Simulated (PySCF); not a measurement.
Si(H)(Me)(NH2)2 (CH8N2Si), SMILES C[SiH](N)N. The structure is a stationary point at B3LYP-D3(BJ)/def2-SVP. Other conformers were not sampled.

Question: Give the equilibrium geometry at B3LYP-D3(BJ)/def2-SVP (PySCF confirms it by a frequency run) as Cartesian coordinates in Å, and its point group. (The exact figures need the calculation; the answer reports its results.)

Answer: Several could match; the one computed here: point group Cs.
```xyz
12

Si    -0.3503    -0.0910     0.0000
C      0.1247     1.7249     0.0000
N      0.2185    -0.7512     1.5108
N      0.2185    -0.7512    -1.5108
H     -1.8194    -0.3415     0.0000
H     -0.2628     2.2347     0.8954
H      1.2226     1.8412     0.0000
H     -0.2628     2.2347    -0.8954
H     -0.0654    -1.6867     1.7886
H      1.1754    -0.5775     1.8070
H     -0.0654    -1.6867    -1.7886
H      1.1754    -0.5775    -1.8070
```
Charge 0, spin multiplicity 1.
